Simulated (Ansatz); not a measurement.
A further run on BeMeBr (CH3BeBr).

```yaml
crystal:
  periodic: [false, false, false]
  atoms:
    - {symbol: Be, position_ang: [-0.008063, 0.006269, -0.988906]}
    - {symbol: C, position_ang: [0.002810, -0.000393, 0.682918]}
    - {symbol: H, position_ang: [-0.440518, 0.911238, 1.096623]}
    - {symbol: H, position_ang: [1.021447, -0.073554, 1.077972]}
    - {symbol: H, position_ang: [-0.562199, -0.847346, 1.086007]}
    - {symbol: Br, position_ang: [-0.013457, 0.003786, -2.954604]}
basis:
  gaussian: {orbitals: cc-pVDZ}
hamiltonian: {xc: {name: LC-wPBE}}
scf: {lower_state_search: off}
output: {forces: true}
```

```sh
$ ansatz run in.yaml --threads 4 --pin off --events-out ev --progress --plain --max-ram 3916MiB
```

Shortened log:

```
Functional definition: LC-wPBE
852 factors; their error is unknown
277 factors; integrals over basis functions are off by at most 2.7e-5 eV
mean field evaluation 1: about -71521.9948 eV, gradient 2.9e1 eV
mean field evaluation 2: about -71523.3224 eV, gradient 1.8e1 eV
mean field evaluation 4: about -71524.1210 eV, gradient 4.6e-1 eV
mean field evaluation 8: about -71524.0978 eV, gradient 9.8e-2 eV
mean field evaluation 16: about -71524.0978 eV, gradient 2.0e-6 eV
mean field -71524.09780160 eV, -2628.4621134340 hartree, gradient 2.0e-6 eV, S^2 0.000000; 0 other end points of the search recorded, 0 dependent functions left out
reference -71524.09780160 eV, -2628.4621134342 hartree; 24, 24 occupied and 46, 46 virtual orbitals, 852 factors
Total energy: -71524.09780160 eV, -2628.4621134342 hartree
Atom 0 at    -0.008063     0.006269    -0.988906 Å, force     0.003500    -0.004898    -0.046000 eV/Å
Atom 1 at     0.002810    -0.000393     0.682918 Å, force    -0.002683     0.000685    -0.279586 eV/Å
Atom 2 at    -0.440518     0.911238     1.096623 Å, force    -0.088096     0.181209     0.069434 eV/Å
Atom 3 at     1.021447    -0.073554     1.077972 Å, force     0.200729    -0.013844     0.069204 eV/Å
Atom 4 at    -0.562199    -0.847346     1.086007 Å, force    -0.111590    -0.166308     0.069953 eV/Å
Atom 5 at    -0.013457     0.003786    -2.954604 Å, force    -0.001859     0.003156     0.116995 eV/Å
Dipole moment:    -0.000026     0.001301     0.254681 e Å
Checks for a lower state left out: stability, starts, cluster_reference, orbital_swaps, neighbouring_geometries, increment
```

Run time 0.55 s (4 threads of Arm Neoverse V1 on a shared host).

LC-ωPBE has ω = 0.4 bohr⁻¹.
